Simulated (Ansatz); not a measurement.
Steps of a relaxation of Cl₂GeH₄OSi (`O[SiH](Cl)[GeH2][Cl]`) with RKS PBE-D4/def2-SVP.

```sh
$ ansatz run in.yaml --threads 4 --pin off --events-out ev --progress --plain --max-ram 10444MiB
```

```yaml
crystal:
  periodic: [false, false, false]
  atoms:
    - {symbol: O, position_ang: [-0.399500, 1.942400, 0.359400]}
    - {symbol: Si, position_ang: [-0.507700, 0.263000, 0.701400]}
    - {symbol: Cl, position_ang: [-2.447300, -0.388700, 0.427500]}
    - {symbol: Ge, position_ang: [0.850200, -0.868500, -0.769300]}
    - {symbol: Cl, position_ang: [0.248700, -0.533100, -2.779200]}
    - {symbol: H, position_ang: [-0.968500, 2.354900, 1.030200]}
    - {symbol: H, position_ang: [-0.075600, 0.053800, 2.088300]}
    - {symbol: H, position_ang: [0.828300, -2.382200, -0.440100]}
    - {symbol: H, position_ang: [2.345400, -0.384000, -0.549300]}
basis:
  gaussian: {orbitals: def2-SVP}
hamiltonian: {xc: pbe, dispersion: d4}
relax: {f_tol: 0.03, max_steps: 200}
```

Positions (Å) and forces (eV/Å) along the path, 9 of 9 steps:

```xyz
9
step=1 energy=-91512.7220 eV
O    -0.400    1.942    0.359   -0.080   -1.175    0.160
Si   -0.508    0.263    0.701   -0.189    1.581   -0.437
Cl   -2.447   -0.389    0.427   -0.396   -0.173    0.090
Ge    0.850   -0.869   -0.769    1.443   -0.406    0.632
Cl    0.249   -0.533   -2.779   -0.240    0.111   -0.856
H    -0.969    2.355    1.030   -0.104    0.549    0.088
H    -0.076    0.054    2.088    0.038   -0.269    0.698
H     0.828   -2.382   -0.440   -0.072   -0.104   -0.136
H     2.345   -0.384   -0.549   -0.400   -0.114   -0.238
9
step=2 energy=-91512.8721 eV
O    -0.414    1.950    0.361   -0.252   -0.824    0.352
Si   -0.547    0.289    0.721    0.056    0.682   -0.154
Cl   -2.513   -0.382    0.519    0.068   -0.010   -0.082
Ge    0.922   -0.882   -0.740    0.322   -0.178    0.000
Cl    0.302   -0.555   -2.794   -0.133    0.075   -0.231
H    -0.960    2.426    1.020    0.097    0.245   -0.166
H    -0.184    0.033    2.151    0.039   -0.042    0.156
H     0.859   -2.421   -0.512   -0.004    0.085    0.051
H     2.408   -0.400   -0.660   -0.193   -0.034    0.075
9
step=3 energy=-91512.9010 eV
O    -0.404    1.920    0.350   -0.287   -0.318    0.453
Si   -0.537    0.284    0.751    0.099    0.194   -0.224
Cl   -2.495   -0.403    0.507    0.044    0.002   -0.021
Ge    0.925   -0.884   -0.750   -0.070   -0.025   -0.005
Cl    0.276   -0.524   -2.815    0.010    0.000    0.145
H    -0.946    2.447    0.975    0.177    0.097   -0.257
H    -0.192    0.027    2.198    0.008    0.024   -0.042
H     0.854   -2.418   -0.511    0.014    0.032   -0.028
H     2.393   -0.392   -0.636    0.006   -0.006   -0.021
9
step=4 energy=-91512.8977 eV rejected
O    -0.417    1.899    0.420    0.340   -0.508   -0.449
Si   -0.533    0.255    0.741   -0.184    0.691    0.396
Cl   -2.487   -0.436    0.491    0.024   -0.054   -0.067
Ge    0.931   -0.896   -0.743    0.016    0.013   -0.050
Cl    0.245   -0.495   -2.779    0.001   -0.008   -0.004
H    -0.940    2.551    0.906   -0.224    0.009    0.241
H    -0.189    0.015    2.190    0.013   -0.146   -0.037
H     0.866   -2.430   -0.521   -0.009   -0.001   -0.011
H     2.398   -0.405   -0.636    0.022    0.003   -0.020
9
step=5 energy=-91512.9209 eV
O    -0.413    1.898    0.372   -0.055    0.043    0.075
Si   -0.538    0.275    0.754    0.003    0.032    0.017
Cl   -2.490   -0.419    0.496    0.019   -0.025   -0.016
Ge    0.926   -0.886   -0.742   -0.035    0.001   -0.002
Cl    0.264   -0.510   -2.793   -0.015    0.010    0.043
H    -0.936    2.496    0.941    0.065   -0.038   -0.089
H    -0.188    0.017    2.198   -0.011   -0.018   -0.018
H     0.857   -2.420   -0.518    0.009   -0.003   -0.005
H     2.394   -0.395   -0.639    0.019   -0.003   -0.005
9
step=6 energy=-91512.9231 eV
O    -0.392    1.895    0.378   -0.033   -0.031    0.020
Si   -0.535    0.274    0.766    0.058   -0.027   -0.011
Cl   -2.484   -0.424    0.494    0.009    0.009   -0.010
Ge    0.925   -0.886   -0.735   -0.020    0.020    0.029
Cl    0.245   -0.484   -2.774   -0.014    0.003    0.012
H    -0.951    2.504    0.894    0.010    0.015   -0.009
H    -0.188   -0.001    2.207   -0.026    0.019   -0.012
H     0.859   -2.422   -0.524    0.000   -0.005   -0.009
H     2.395   -0.399   -0.637    0.015   -0.004   -0.011
9
step=7 energy=-91512.9245 eV
O    -0.386    1.892    0.384   -0.009   -0.012    0.000
Si   -0.536    0.273    0.767    0.050   -0.019    0.002
Cl   -2.479   -0.425    0.466   -0.004    0.003   -0.009
Ge    0.930   -0.884   -0.729   -0.014    0.008    0.007
Cl    0.218   -0.492   -2.760   -0.008    0.002    0.010
H    -0.936    2.509    0.900   -0.004    0.009    0.001
H    -0.211   -0.003    2.212   -0.017    0.013   -0.003
H     0.873   -2.420   -0.514    0.002   -0.003   -0.006
H     2.400   -0.392   -0.657    0.003    0.000   -0.002
9
step=8 energy=-91512.9251 eV
O    -0.372    1.890    0.393   -0.013    0.036    0.016
Si   -0.527    0.271    0.773   -0.018   -0.001    0.016
Cl   -2.466   -0.423    0.431   -0.014   -0.003   -0.003
Ge    0.936   -0.886   -0.723    0.013    0.006   -0.003
Cl    0.179   -0.494   -2.738    0.006   -0.001    0.012
H    -0.932    2.512    0.895    0.027   -0.044   -0.023
H    -0.239   -0.003    2.226    0.008    0.004   -0.008
H     0.891   -2.423   -0.512   -0.002    0.007    0.001
H     2.404   -0.386   -0.676   -0.006   -0.004   -0.008
9
step=9 energy=-91512.9253 eV
O    -0.370    1.889    0.392    0.003   -0.004   -0.001
Si   -0.529    0.270    0.773   -0.003   -0.001    0.000
Cl   -2.470   -0.420    0.432    0.002    0.001   -0.001
Ge    0.937   -0.886   -0.722    0.000   -0.001   -0.004
Cl    0.179   -0.493   -2.736    0.000   -0.001    0.002
H    -0.931    2.508    0.893   -0.001    0.001    0.001
H    -0.240   -0.002    2.226    0.001    0.001    0.000
H     0.893   -2.423   -0.511    0.000    0.003    0.000
H     2.405   -0.385   -0.679   -0.001    0.001    0.002
```

Run time 15 s (4 threads of an Arm Neoverse V1 on a shared host); peak host memory 0.18 GiB.
